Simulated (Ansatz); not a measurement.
Two members of one family (Same ligands, another metal), computed with Ansatz in the gas phase; def2 core potentials for Nb, no spin–orbit coupling. A dash marks a value that wasn't run or was left out as unsound. The structures are stationary points that may keep the symmetry of their start. Remarks come from the PBE and PBE0 runs and from stability tests at other levels; not every state was tested. A HOMO above zero means that the electron is unbound at that level and held by the basis, or that self-interaction error raises the level; the energy of removing that electron tells which. HOMO above LUMO (over both spins in singlets and doublets, within one spin in higher multiplets; at PBE or PBE0), or a gap under 0.15 eV within one spin, warns that the state may not be the lowest or that an electron is smeared out.

First: NbSeF3 (singlet, charge 0, r2SCAN-D4/def2-SVP geometry).

```tsv
atom	x (Å)	y (Å)	z (Å)
Nb1	-0.033	-0.086	-0.053
Se2	0.683	1.749	1.086
F3	0.643	-1.593	0.788
F4	0.595	0.029	-1.794
F5	-1.888	-0.099	-0.027
```

```csv
level,HOMO (eV),LUMO (eV),gap (eV),vertical IE (eV),vertical EA (eV),vertical triplet (eV)
PBE-D4/def2-TZVP,-6.89,-3.63,3.26,10.05,–,3.13
PBE-D4/def2-TZVPD,-6.90,-3.65,3.25,–,0.69,–
r2SCAN-D4/def2-TZVP,-7.19,-3.63,3.56,10.15,–,3.00
r2SCAN-D4/def2-TZVPD,-7.17,-3.61,3.56,–,0.82,–
LC-ωPBE/def2-TZVP,-10.49,-0.80,9.69,–,–,–
```

Metal–donor distances: 1 × Se 2.28 Å, 3 × F 1.85 Å. Remarks: HOMO above zero (-1 doublet), gap within one spin near zero at PBE or PBE0 (-1 doublet).

Second: VSeF3 (singlet, charge 0, r2SCAN-D4/def2-SVP geometry).

| atom | x (Å) | y (Å) | z (Å) |
| --- | --- | --- | --- |
| V1 | -0.024 | -0.091 | 0.016 |
| Se2 | 0.503 | 1.955 | -0.352 |
| F3 | -0.252 | -0.313 | 1.690 |
| F4 | 1.237 | -1.096 | -0.535 |
| F5 | -1.464 | -0.456 | -0.819 |

Task: Estimate the same table for the second.

Result: 
```
               level  HOMO (eV)  LUMO (eV)  gap (eV)  vertical IE (eV)  vertical EA (eV)  vertical triplet (eV)
    PBE-D4/def2-TZVP      -7.19      -4.85      2.34             10.41                 –                   2.07
   PBE-D4/def2-TZVPD      -7.20      -4.86      2.34                 –              1.78                      –
 r2SCAN-D4/def2-TZVP      -7.52      -4.98      2.53             10.53                 –                   1.75
r2SCAN-D4/def2-TZVPD      -7.49      -4.96      2.54                 –              2.14                      –
   LC-ωPBE/def2-TZVP     -10.91      -2.08      8.82                 –                 –                      –
```

Metal–donor distances: 1 × Se 2.14 Å, 3 × F 1.70 Å. Remarks: restricted SCF unstable in HF, HOMO above zero (-1 doublet), gap within one spin near zero at PBE or PBE0 (-1 doublet).
